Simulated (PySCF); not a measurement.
Results of a calculation; reference values are marked as such.
# Si4H9O

The system: Si4H9O, a small molecule (built as: Si site whose three back bonds go to SiH3, SiH3, OSiH3); neutral, doublet. The structure, one conformer, was relaxed in the gas phase by PBE0-D3(BJ)/def2-SVP. No frequency run checks that it is a minimum.

SMILES: [SiH3]O[Si]([SiH3])[SiH3]

```csv
atom,x (Å),y (Å),z (Å)
Si1,0.294,0.708,0.315
Si2,-1.479,2.226,0.133
Si3,0.015,-0.941,1.964
O4,0.579,0.030,-1.187
Si5,1.391,-1.194,-1.967
H6,-1.752,2.771,1.499
H7,-2.725,1.583,-0.393
H8,-1.104,3.352,-0.776
H9,-1.082,-1.909,1.639
H10,1.282,-1.715,2.147
H11,-0.315,-0.242,3.245
H12,1.531,-2.372,-1.055
H13,2.748,-0.727,-2.376
H14,0.611,-1.585,-3.174
```

EPR values by unrestricted B3LYP, IGLO-III on O Si, pcH-1 on H.

Task: Predict g and the largest hyperfine couplings. Where does the spin sit?

Result: g = 2.0015, 2.0020, 2.0065. The spin sits on Si1 (85 %, bonded to 1 O + 2 Si) by Mulliken populations.
| atom | isotope | isotropic (MHz) | dipolar, principal values (MHz) |
| --- | --- | --- | --- |
| Si1 | 29Si | -412.6 | -144.3, 71.0, 73.2 |
| H9 | 1H | 63.4 | -2.3, -0.3, 2.6 |
| H7 | 1H | 61.8 | -2.3, -0.3, 2.6 |
| Si3 | 29Si | -45.1 | -11.9, 4.5, 7.4 |
| Si2 | 29Si | -44.1 | -11.8, 4.5, 7.3 |
| O4 | 17O | -15.0 | -26.8, 13.1, 13.8 |

Task: How do the isotropic couplings move with BHandHLYP?

Result: Si1 -412.6 to -448.5 MHz, H9 63.4 to 62.1 MHz, H7 61.8 to 60.3 MHz, Si3 -45.1 to -45.3 MHz.
